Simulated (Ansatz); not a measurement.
Computed with Ansatz on PBE0-D4/def2-TZVP structures; ΔE is electronic, products minus reactants. CBS: MP2 limit from def2 TZ/QZ plus the TZ coupled-cluster correction, frozen cores. This one scheme is used for every species, atoms too. DFT in def2-TZVPP. B3LYP here is the variant with VWN-RPA as its local correlation; programs differ in this. HSE06 is defined as in plane-wave codes. No spin–orbit coupling; open shells (•) take unrestricted orbitals. Spin–orbit coupling would lower the free atoms: a little for Al, O.

`[OH+]1[AlH2-][OH+][AlH2-]1` → 2 Al• + 6 H• + 2 O•  (atomization)

```tsv
level	ΔE (kJ/mol)	difference from CCSD(T)/CBS
LDA (SPW92)	3667.7	339.1
PBE-D4	3255.5	-73.1
BLYP-D4	3255.1	-73.5
HSE06-D4	3220.9	-107.7
BHLYP-D4	3210.2	-118.4
B2PLYP	3254.8	-73.8
PBE	3236.4	-92.2
BLYP	3213.4	-115.2
r2SCAN	3296.9	-31.7
PBE0	3204.2	-124.4
B3LYP	3244.9	-83.7
BHLYP	3185.0	-143.6
LC-ωPBE	3264.7	-63.9
HF/def2-SVP	2473.0	-855.6
MP2/def2-QZVPP	3332.9	4.3
SCS-MP2/def2-QZVPP	3339.6	11.0
CCSD(T)/CBS	3328.6	0
```

Largest T1 diagnostic among the species: 0.018.

Leaving LDA and LC-ωPBE aside and taking each functional with its dispersion term where it has one, the values, not all of them listed here, spread over 153.5 kJ/mol, from revPBE-D4 to B97M-V. LDA lies +431.4 kJ/mol from PBE without D4, its usual overbinding. The D4 term adds +31.0 kJ/mol with B3LYP and +16.1 kJ/mol with PBE0; it sums over pairs of atoms, weighted by their polarisabilities, and B3LYP, whose exchange is more repulsive, gets the larger term.

For atomizations the MP2-based limit and the directly extrapolated one differ by several kJ/mol either way, and by 10 to 25 for some Ge, Se and Sn compounds, so smaller differences from it don't rank the levels.
